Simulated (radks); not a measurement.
Charge is removed step by step from the 3p down level of the manganese ion Mn+, starting from [Ne] 3s2 3p(up 3, down 3) 3d5 4s1. Calculated with a radial shooting solver on a logarithmic mesh with Libxc functionals: scalar-relativistic Kohn-Sham, PBE, spin-polarised, spherical densities, finite nucleus; open shells are filled with parallel spins first; Fermi nuclear charge, rms radius 3.7057 fm.

[
 {"removed (e)": "0", "E - E(0) (eV)": "0.000", "eigenvalue (eV)": "-59.079", "E minus straight line (eV)": "0.000"},
 {"removed (e)": "0.25", "E - E(0) (eV)": "15.223", "eigenvalue (eV)": "-62.770", "E minus straight line (eV)": "-1.462"},
 {"removed (e)": "0.5", "E - E(0) (eV)": "31.392", "eigenvalue (eV)": "-66.648", "E minus straight line (eV)": "-1.977"},
 {"removed (e)": "0.75", "E - E(0) (eV)": "48.551", "eigenvalue (eV)": "-70.686", "E minus straight line (eV)": "-1.502"},
 {"removed (e)": "1", "E - E(0) (eV)": "66.737", "eigenvalue (eV)": "-74.862", "E minus straight line (eV)": "0.000"}
]

Removing the whole electron costs 66.737 eV by Delta-SCF, against 59.079 eV from minus the eigenvalue at the starting occupation. Slater's transition state (half an electron removed) gives 66.648 eV. Integrating minus the eigenvalue over the occupation (Janak's theorem) gives 66.755 eV. In this scalar-relativistic scheme the density is built from large components alone, so the theorem holds only approximately. The mean slope of the eigenvalue, de/dn, is 15.8 eV per electron.
